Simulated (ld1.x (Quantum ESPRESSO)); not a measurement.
**What one change does to a pseudopotential (I (Z = 53), TM)**

```json
{"Element": "iodine (I)", "Generator": "ld1.x (Quantum ESPRESSO) 7.5", "Type": "norm-conserving Troullier–Martins (Kleinman–Bylander form)", "Functional": "PBEsol", "Relativity": "scalar-relativistic", "Frozen core": "[Kr] 4d10", "Valence charge": "7", "Reference configuration": "5s1.75 5p5.25", "Partial waves": "5p (bound): rc 2.00 bohr; 5d channel at 0.2 Ry: rc 1.70 bohr; 5s (bound): rc 1.45 bohr", "Local potential": "the s channel", "Core correction": "none"}
```

All-electron outer shells of the reference configuration (PBEsol, scalar-relativistic, ld1.x):

```json
{"shell": "4p", "level (eV)": "-127.72", "outermost node (bohr)": "0.37", "outermost maximum (bohr)": "0.72"}
{"shell": "4d", "level (eV)": "-50.54", "outermost node (bohr)": "0.35", "outermost maximum (bohr)": "0.78"}
{"shell": "5s", "level (eV)": "-17.63", "outermost node (bohr)": "0.88", "outermost maximum (bohr)": "1.70"}
{"shell": "5p", "level (eV)": "-7.23", "outermost node (bohr)": "0.96", "outermost maximum (bohr)": "2.02"}
```

Change: all radii scaled by about 1.13 (s 1.64, p 2.26, d 1.92 bohr).

Cutoffs: the cutoffs (Ry, on a coarse ladder) from which the occupation-weighted sum of valence levels, in a spherical-Bessel basis at the reference potential, stays within 10 and 1 mRy of its value at 400 Ry; they do not see the model core or the augmentation charge, which bear on the density cutoff. Errors are all-electron minus pseudo energies relative to the spin-unpolarised reference configuration.

Problem. How do hardness, ghosts and transferability respond?

Solution. The potential gets softer (55 Ry and 110 Ry → 30 Ry and 55 Ry); both files keep a bound ghost (d); of the 7 tests that both files solve, the error grows in 4 and shrinks in 1 by more than 15 % and 0.3 meV (median size 4.3 → 5.2 meV). A larger radius leaves more room for a smooth pseudo-wave, so fewer plane waves are needed.

| quantity | base | changed |
| --- | --- | --- |
| cutoff, loose | 55 Ry | 30 Ry |
| cutoff, tight | 110 Ry | 55 Ry |
| loose cutoff by channel (10 mRy a level) | p 15 Ry, s 35 Ry | p 12 Ry, s 25 Ry |
| bound ghosts | d | d |
| error for 5s2 5p5, meV [ΔE -2.59 eV] | +0.4 | +0.3 |
| error for 5s2 5p4, meV [ΔE 8.56 eV] | -4.3 | -5.2 |
| error for 5s2 5p3, meV [ΔE 28.44 eV] | -14 | -18 |
| error for 5s2 5p2, meV [ΔE 57.83 eV] | -27 | -42 |
| error for 5s2 5p1, meV [ΔE 97.32 eV] | -33 | -74 |
| error for 5s2 5p5.3, meV [ΔE -4.38 eV] | +1.0 | +1.1 |
| error for 5s1 5p6, meV [ΔE 7.85 eV] | +3.1 | +0.7 |

 A true bound ghost makes a file unfit for plane-wave use even where its test errors are small: the radial tests pick states by their node count and pass the ghost by.
